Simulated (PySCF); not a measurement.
SMILES COC(=O)[SiH2]CC#N (C4H7NO2Si), GFN2-xTB optimised geometry.

```
15

C      2.27    -2.34     0.00
O      1.62    -1.07     0.00
C      0.29    -1.07     0.00
O     -0.38    -2.08     0.00
Si    -0.35     0.74     0.00
C     -2.26     0.60    -0.08
C     -2.87     1.89    -0.07
N     -3.34     2.93    -0.06
H      3.34    -2.14    -0.04
H      1.95    -2.93    -0.86
H      2.02    -2.89     0.92
H      0.18     1.42    -1.18
H      0.09     1.38     1.24
H     -2.63     0.03     0.78
H     -2.57     0.07    -0.98
```

Density from CAM-B3LYP/def2-TZVP (PySCF 2.14.0) at that geometry.

Minimum of the electron density along straight lines between bonded atoms, close to the bond critical point (lines longer than 1.1 times the sum of covalent radii, or with two minima, are not listed):

```
bond     length / Å  ρ at the minimum / e bohr⁻³  ∇²ρ there / e bohr⁻⁵  position (fraction from the first atom)
-------  ----------  ---------------------------  --------------------  ---------------------------------------
C1–O2         1.426                        0.247                 -0.48                                     0.35
O2–C3         1.334                        0.314                 -0.62                                     0.66
C3–O4         1.207                        0.430                 -0.23                                     0.34
C3–Si5        1.921                        0.116                  0.15                                     0.62
Si5–C6        1.915                        0.114                  0.13                                     0.39
C6–C7         1.429                        0.283                 -0.81                                     0.45
C7–N8         1.144                        0.507                 -0.19                                     0.35
C1–H9         1.086                        0.290                 -1.05                                     0.65
C1–H10        1.092                        0.286                 -1.03                                     0.65
C1–H11        1.092                        0.286                 -1.02                                     0.65
Si5–H12       1.463                        0.128                  0.16                                     0.49
Si5–H13       1.463                        0.128                  0.16                                     0.49
C6–H14        1.093                        0.275                 -0.94                                     0.65
C6–H15        1.093                        0.275                 -0.94                                     0.65
```
